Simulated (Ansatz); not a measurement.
Steps of a relaxation of ClGe2H4 (`[Cl][GeH][GeH3]`) radical with UKS PBE-D4/def2-SVP.

```sh
$ ansatz run in.yaml --threads 4 --pin off --events-out ev --progress --plain --max-ram 10444MiB
```

```yaml
crystal:
  periodic: [false, false, false]
  atoms:
    - {symbol: Cl, position_ang: [-2.416700, -1.426700, -0.270100]}
    - {symbol: Ge, position_ang: [-0.304300, -1.396500, -0.233100]}
    - {symbol: Ge, position_ang: [0.470500, 0.860800, -0.161500]}
    - {symbol: H, position_ang: [0.257300, -2.149600, 1.021500]}
    - {symbol: H, position_ang: [0.019000, 1.619700, -1.421000]}
    - {symbol: H, position_ang: [-0.044200, 1.568400, 1.124700]}
    - {symbol: H, position_ang: [2.079600, 0.856000, -0.106000]}
basis:
  gaussian: {orbitals: def2-SVP}
magnetization: {spin_polarized: true, initial_magnetization: 1}
hamiltonian: {xc: pbe, dispersion: d4}
relax: {f_tol: 0.03, max_steps: 200}
```

Positions (Å) and forces (eV/Å) along the path, 7 of 7 steps:

```xyz
7
step=1 energy=-125583.8299 eV
Cl   -2.417   -1.427   -0.270   -1.379   -0.055    0.112
Ge   -0.304   -1.397   -0.233    1.460   -0.493   -0.192
Ge    0.470    0.861   -0.162    1.010    0.526    0.176
H     0.257   -2.150    1.022   -0.208   -0.142    0.099
H     0.019    1.620   -1.421   -0.059    0.138   -0.104
H    -0.044    1.568    1.125   -0.026    0.059   -0.042
H     2.080    0.856   -0.106   -0.798   -0.033   -0.049
7
step=2 energy=-125583.9540 eV
Cl   -2.412   -1.477   -0.221   -0.270    0.027   -0.028
Ge   -0.229   -1.441   -0.246    0.152   -0.155    0.056
Ge    0.492    0.909   -0.172    0.135    0.107    0.149
H     0.157   -2.280    1.040    0.040    0.129   -0.103
H     0.043    1.707   -1.419   -0.040   -0.091   -0.058
H    -0.034    1.645    1.095   -0.011   -0.055   -0.005
H     2.045    0.869   -0.122   -0.008    0.038   -0.011
7
step=3 energy=-125583.9652 eV
Cl   -2.444   -1.469   -0.234    0.011    0.031    0.005
Ge   -0.243   -1.440   -0.257    0.033   -0.033    0.045
Ge    0.508    0.906   -0.155   -0.017    0.039   -0.017
H     0.180   -2.244    1.032   -0.025    0.000   -0.034
H     0.033    1.658   -1.424   -0.003   -0.018    0.016
H    -0.032    1.631    1.110   -0.009   -0.027   -0.014
H     2.059    0.890   -0.117    0.011    0.007   -0.001
7
step=4 energy=-125583.9665 eV
Cl   -2.438   -1.449   -0.232    0.014    0.017    0.007
Ge   -0.236   -1.443   -0.254    0.005   -0.001    0.005
Ge    0.507    0.906   -0.156    0.006    0.000   -0.011
H     0.180   -2.252    1.032   -0.017   -0.009   -0.005
H     0.029    1.653   -1.426   -0.007   -0.012    0.009
H    -0.040    1.623    1.109   -0.009   -0.013   -0.006
H     2.058    0.894   -0.117    0.008    0.019    0.001
7
step=5 energy=-125583.9682 eV
Cl   -2.426   -1.407   -0.223    0.022    0.004    0.000
Ge   -0.222   -1.450   -0.252   -0.036    0.017   -0.028
Ge    0.512    0.903   -0.159    0.035   -0.038    0.003
H     0.171   -2.270    1.030    0.005   -0.016    0.025
H     0.019    1.633   -1.430   -0.010    0.004   -0.006
H    -0.056    1.602    1.105   -0.008    0.009    0.006
H     2.064    0.920   -0.116   -0.009    0.020   -0.001
7
step=6 energy=-125583.9681 eV rejected
Cl   -2.428   -1.395   -0.222    0.014    0.016   -0.003
Ge   -0.226   -1.454   -0.257    0.022   -0.011    0.021
Ge    0.524    0.893   -0.156   -0.027    0.036   -0.016
H     0.163   -2.274    1.030   -0.003   -0.016   -0.001
H     0.011    1.615   -1.427    0.004    0.009   -0.003
H    -0.057    1.593    1.103    0.001   -0.008    0.003
H     2.075    0.954   -0.117   -0.012   -0.026   -0.002
7
step=7 energy=-125583.9687 eV
Cl   -2.421   -1.392   -0.229    0.000    0.002    0.000
Ge   -0.219   -1.454   -0.251   -0.002    0.002   -0.007
Ge    0.516    0.898   -0.158    0.010   -0.010    0.003
H     0.164   -2.277    1.035    0.000   -0.004    0.006
H     0.009    1.624   -1.428   -0.003    0.001   -0.001
H    -0.055    1.596    1.106   -0.002    0.002    0.001
H     2.067    0.937   -0.121   -0.003    0.006   -0.002
```

Hardware: 4 threads of an Arm Neoverse V1 on a shared host. Wall time 12 s, peak host memory 0.19 GiB.
